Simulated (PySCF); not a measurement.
Bonds (- single, = double, # triple, : aromatic): C1-N2, N2-C3, C3-C4, C4-C5, C4-C6, C4-C7. C1 carries H8, H9, H10; N2 carries H11; C3 carries H12, H13; C5 carries H14, H15, H16; C6 carries H17, H18, H19; C7 carries H20, H21, H22.

Geometry: GFN2-xTB; GIAO absolute shieldings from PySCF, gas phase, non-relativistic, averaged over equivalent atoms.

At PW91/pcSseg-1 (194 basis functions, 40 s wall time on 1 thread of an Arm Neoverse V2, shared host):
| atoms | σ (ppm) |
| --- | --- |
| C3 | 109.2 |
| C1 | 139.5 |
| C4 | 145.3 |
| C5/C6/C7 | 151.4 |
| N2 | 210.6 |
| H8/H9/H10 | 28.90 |
| H12/H13 | 29.20 |
| H14/H15/H16/H17/H18/H19/H20/H21/H22 | 30.67 |
| H11 | 31.80 |

Predict the values at PW91/6-311G** on the same geometry.

Answers


```
                              atoms  σ at PW91/6-311G**  change
                                 C3               113.7    +4.5
                                 C1               144.4    +4.9
                                 C4               147.6    +2.3
                           C5/C6/C7               156.0    +4.6
                                 N2               213.0    +2.4
                          H8/H9/H10               29.30   +0.40
                            H12/H13               29.49   +0.29
H14/H15/H16/H17/H18/H19/H20/H21/H22               31.07   +0.40
                                H11               32.02   +0.22
```

The largest change is at C1 (methyl carbon bonded to N). Cost: 216 basis functions, 44 s wall time on 1 thread of an Arm Neoverse V2, shared host. The order of the carbon signals is the same at both levels.
